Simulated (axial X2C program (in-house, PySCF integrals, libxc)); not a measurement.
**Testing model relations on HfP⁻**

A bond curve at the PBE0 level, two-component, was computed with an axial X2C code built on PySCF integrals (basis Hf dyall-acv3z [14s15p10d7f4g], P dyall-av3z [9s8p3d2f] (cores contracted in-house)) for the state Ω = 0 (closed shell). Its fit gives Re = 2.2100 Å, ωe = 504.0 cm⁻¹, ωexe = 1.04 cm⁻¹ and αe = 3.690e-04 cm⁻¹; the masses are 179.9465 and 30.9738 u. Two-component means X2C with spin–orbit coupling and atomic mean-field Coulomb and Gaunt terms.

Question: Find the reduced mass, Be and the force constant.

Answer: From the PBE0 values: μ = 26.4253 u. Be = 16.8576/(μ Re²) = 0.1306 cm⁻¹. k = 5.8918×10⁻⁷ μ ωe² = 3.95 mdyn/Å.

Question: Give B0, the J = 1←0 line in GHz and the most populated J at 300 K (kT = 208.5 cm⁻¹).

Answer: B0 = Be − αe/2 = 0.1304 cm⁻¹; 2B0 = 7.82 GHz; J(max) ≈ √(kT/2B0) − 1/2 = 27.8, so J = 28.

Question: A Morse curve ties αe to the other constants (Pekeris). How well does that hold?

Answer: αe(Morse) = 6Be²/ωe × (√(ωexe/Be) − 1) = 3.700e-04 cm⁻¹; the PBE0 curve gives 3.690e-04 cm⁻¹, a ratio of 1.00.

Question: Where do the fundamental and the first overtone lie?

Answer: ν(1←0) = ωe − 2ωexe = 501.9 cm⁻¹; ν(2←0) = 2ωe − 6ωexe = 1001.8 cm⁻¹.

Question: Estimate the centrifugal constant by the Kratzer relation.

Answer: D = 4Be³/ωe² = 3.51e-08 cm⁻¹.

Occupations by symmetry block were frozen at the best pattern of an incomplete PBE0 search.
